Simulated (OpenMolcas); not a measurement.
Re3+ among 4 point charges of -1 e arranged as a tetrahedron (Td).

```json
{
  "Program": "OpenMolcas 26.06",
  "Method": "SS-CASPT2, IPEA 0.25 Eh, imaginary shift 0.1 Eh (closed shells correlated: 4f 5s 5p)",
  "Basis": "ANO-RCC-VDZP [7s6p4d2f1g]",
  "Scalar Hamiltonian": "DKH2, point nucleus",
  "Active space": "4 electrons in 5 orbitals (5d)",
  "State averaging": "2S+1 = 5 even, 5 roots; 2S+1 = 3 even, 45 roots; 2S+1 = 1 even, 50 roots",
  "Spin-orbit coupling": "RASSI with atomic mean-field integrals over the reference wave functions"
}
```

All point charges move together. At R = 1.81 Å the first state of the same spin is 4520 cm-1, and at R = 2.05 Å it is 2930 cm-1.

Task: A third run gives 3750 cm-1. What distance was it run at?

Result: With a power law R^-n the two known points give n = -ln(2930 / 4520) / ln(2.05 / 1.81) = 3.48. Then R = 1.81 × (4520 / 3750)^(1/3.48) = 1.910 Å. The run was at 1.91 Å, so the estimate is off by 0 Å.

Roots that are degenerate in the reference are averaged as groups; the widest CASPT2 spread within a group is 300 cm-1 (the 3-fold group of multiplicity 3 near 37600 cm-1 above the lowest state of its run, R = 1.81). Shifts and gaps below about the spread of the groups concerned are not significant. Point charges give a weaker field than real ligands, and real ions of this kind are as a rule low spin; the high spin found here belongs to the model. The ground term spreads over less than 5000 cm-1, several times less than with real ligands, so orbital moments are less quenched and χT lies further from the spin-only value than at real sites. Free-ion shares, where given, are those of the reference states; single-state CASPT2 does not remix them. Spin-orbit coupling mixes the spin-free states strongly: the lowest level takes only 54 % from its leading state, 5T2 (figures for R = 1.81; the like holds for R = 1.91, R = 2.05). Point charges carry no covalency, so the field is a model and not that of real ligands. No measured value stands beside these numbers.
